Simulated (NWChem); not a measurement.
PbNH3S, singlet; SMILES [Pb]([NH2])[SH]

```xyz
6

Pb    -0.2335    -0.3721     0.0000
N      1.8865    -0.7557     0.0000
H      2.3003    -1.6924     0.0000
H      2.6125    -0.0327     0.0000
S      0.1396     2.1929     0.0000
H     -1.2015     2.4383     0.0000
```
Atoms are numbered in this order, from 1.

Computed with NWChem. Medium grid unless said otherwise, to which SCAN and Minnesota functionals are sensitive. Low-valent species are run as closed-shell singlets; no triplet was tried in these runs. Structure relaxed at the PBE-D3(BJ)/def2-SVP level. def2 effective core potentials on Pb; no spin-orbit coupling. Hybrids' shares of exact exchange are those that their runs print; pure functionals count as 0. The functionals differ in more than this share.

```
row              share of exact exchange  orbital gap (eV)
---------------  -----------------------  ----------------
PBE/def2-SVP                        0.00              2.80
N12/def2-SVP                        0.00              2.78
B3LYP/def2-SVP                      0.20              4.12
PW6B95/def2-SVP                     0.28              4.68
MPW1K/def2-SVP                      0.43          withheld
M05-2X/def2-SVP                     0.56              6.63
```

Problem. Fit a straight line of the last column on the one before it, predict the withheld value, and compare with the run.

Solution. 
1. Means of the 5 shown rows: x = 0.208, y = 4.202. Slope Σ(x − x̄)(y − ȳ)/Σ(x − x̄)² = 1.477/0.2157 = 6.849; intercept 2.777.
2. The shown rows scatter about the line by 0.019 (root mean square); the largest residual is -0.03, at B3LYP/def2-SVP.
3. At x = 0.43 (MPW1K/def2-SVP; inside the shown range) the line gives 5.72.
4. The run gives 5.92, +0.20 from the line.
